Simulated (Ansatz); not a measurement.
Isomers of C2H6BCl, B3LYP-D3(BJ)/def2-TZVP minima from an xTB search, which can miss the lowest.
Isomer 1, SMILES CB(C)Cl (charge 0, multiplicity 1):
```xyz
10

C      1.3101    -0.4676     0.0178
B      0.0985     0.5065    -0.1042
C     -1.3881     0.0673     0.0647
Cl     0.4321     2.2195    -0.4570
H      2.2372     0.0136     0.3285
H      1.0981    -1.3165     0.6718
H      1.4915    -0.8884    -0.9807
H     -2.1002     0.6941    -0.4718
H     -1.6336     0.1521     1.1322
H     -1.5457    -0.9804    -0.2013
```
Isomer 2, SMILES CCBCl (charge 0, multiplicity 1):
```xyz
10

C     -1.180     0.263     0.202
C      0.056    -0.593    -0.075
B      1.441     0.097    -0.199
Cl     1.642     1.838    -0.033
H     -1.330     1.004    -0.585
H     -2.082    -0.348     0.264
H     -1.079     0.809     1.141
H     -0.075    -1.180    -0.996
H      0.172    -1.370     0.695
H      2.435    -0.519    -0.413
```

Correlated levels freeze the cores. MP2 and its Hartree–Fock in cc-pV(Q+d)Z are density fitted.

Run with Ansatz (a quantum-chemistry and plane-wave program) with Gaussian orbitals. 

The energy of isomer 2 above isomer 1 is E(isomer 2) − E(isomer 1). Total energies (hartree):

| level | isomer 2 | isomer 1 |
|---|---|---|
| HF/cc-pV(T+d)Z | -563.5110546 | -563.5325820 |
| MP2/cc-pV(T+d)Z | -564.1551737 | -564.1779111 |
| HF/cc-pV(Q+d)Z | -563.5210369 | -563.5425466 |
| MP2/cc-pV(Q+d)Z | -564.2123318 | -564.2353087 |
| CCSD(T)/cc-pV(T+d)Z | -564.2329293 | -564.2550308 |

### Question
Work out the energy of isomer 2 above isomer 1 at the basis-set limit: extrapolate the MP2 correlation part as X⁻³, take Hartree–Fock from the larger set, and add the CCSD(T) − MP2 difference of cc-pV(T+d)Z.

### Answer

1. Differences (1 hartree = 627.509 kcal/mol): HF/cc-pV(T+d)Z 13.509; MP2/cc-pV(T+d)Z 14.268; HF/cc-pV(Q+d)Z 13.498; MP2/cc-pV(Q+d)Z 14.418; CCSD(T)/cc-pV(T+d)Z 13.869.
2. Correlation parts, MP2 less HF: 0.759 in cc-pV(T+d)Z (X = 3), 0.921 in cc-pV(Q+d)Z (X = 4).
3. Limit (4³·(0.921) − 3³·(0.759))/(4³ − 3³) = 1.038; with HF/cc-pV(Q+d)Z it gives 14.536.
4. CCSD(T) less MP2 in cc-pV(T+d)Z: -0.399.
Result: 14.14 kcal/mol, against 14.27 at MP2/cc-pV(T+d)Z. It is an estimate of this method's limit, not of the exact value.
